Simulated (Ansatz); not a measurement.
CH₂B₂F₂O, SMILES `FB1COB1F`, relaxed with RKS PBE0-D4/def2-TZVP in the Gaussian-basis code of Ansatz from a PBE-D4/def2-SVP geometry. The force threshold is 0.005 eV/Å; the program also tests the step.

Charge 0, multiplicity 1.

Start:

```xyz
8

F    -1.211   -1.843    0.602
B    -0.442   -0.792    0.379
C    -0.359    0.225   -0.851
O     0.736    0.979   -0.177
B     0.822    0.219    0.969
F     1.688    0.486    1.939
H    -1.228    0.894   -1.033
H    -0.006   -0.168   -1.829
```

```
step  energy (eV)  largest force (eV/Å)  largest move (Å)
   1   -9899.4786                 0.605             0.000
   2   -9899.5050                 0.247             0.016
   3   -9899.5087                 0.044             0.008
   4   -9899.5088                 0.013             0.001
   5   -9899.5088                 0.002             0.000
```

End:

```xyz
8

F    -1.199   -1.828    0.600
B    -0.442   -0.788    0.373
C    -0.359    0.223   -0.847
O     0.726    0.969   -0.179
B     0.817    0.219    0.960
F     1.672    0.481    1.922
H    -1.210    0.886   -1.022
H    -0.005   -0.162   -1.808
```

Run time 18 s (2 threads of an Intel Xeon Platinum 8488C on a shared host); peak host memory 0.43 GiB.
